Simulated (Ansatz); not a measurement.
Species: tribromo(methoxy)silane, CH₃Br₃OSi, charge 0, multiplicity 1. 
Coordinates optimised at B3LYP-D3(BJ)/def2-TZVP (Ansatz, an electronic-structure program):
```
O
C 1 1.4288
H 2 1.0876 1 107.16
H 2 1.0913 3 109.52 1 -119.91
H 2 1.0913 3 109.52 4 -120.18
Si 1 1.6132 2 126.40 3 180.00
Br 6 2.1996 1 107.06 2 -180.00
Br 6 2.2197 1 110.51 2 59.82
Br 6 2.2197 1 110.51 2 -59.82
```
Charge 0, spin multiplicity 1.

Total electronic energies in hartree. Cores are frozen in the correlated levels unless marked. Spin-orbit coupling is left out. The frozen core is the preceding noble-gas configuration, with the filled d and f shells of earlier blocks. Non-relativistic. CBS(X,Y): correlation extrapolated as X^-3; Hartree-Fock from the larger set. The bracket is a focal-point correction in the basis named.

| level | program | energy (Eh) |
|---|---|---|
| HF/6-31G* | Ansatz | -8119.89461 |
| B3LYP-D3(BJ)/def2-TZVPD | Ansatz + dftd3 | (withheld) |
| PBE0-D3(BJ)/def2-TZVP | Ansatz + dftd3 | -8126.21353 |
| PBE0-D4/def2-TZVP | Ansatz + dftd4 | -8126.21375 |
| r2SCANh-D4/def2-TZVPD | Ansatz + dftd4 | -8127.21303 |
| r2SCAN0-D4/def2-TZVPD | Ansatz + dftd4 | -8127.20135 |
| CAM-B3LYP-D4/def2-TZVPD | Ansatz + dftd4 | -8127.69260 |
| LC-wPBE/def2-TZVPD | Ansatz | -8126.11732 |
| SCS-MP2/6-31G | Ansatz | -8119.94807 |
| SCS-MP2/6-31G* | Ansatz | -8120.60440 |
| CCSD(T)/6-31G | Ansatz | -8119.99626 |
| CCSD(T)/def2-SVP | Ansatz | -8120.55887 |
| CCSD(T)/def2-QZVPP | Ansatz | -8122.26995 |
| RI-MP2/CBS(def2-TZVPP,def2-QZVPP)+[CCSD(T)-MP2]/def2-QZVPP | Ansatz | -8122.3384 |
| CCSD(T)/CBS(def2-TZVPPD,def2-QZVPPD) | Ansatz | -8122.3365 |

**Question.** Some entries are withheld; supply them.

**Answer.** 
- B3LYP-D3(BJ)/def2-TZVPD, energy (Eh): -8127.46738
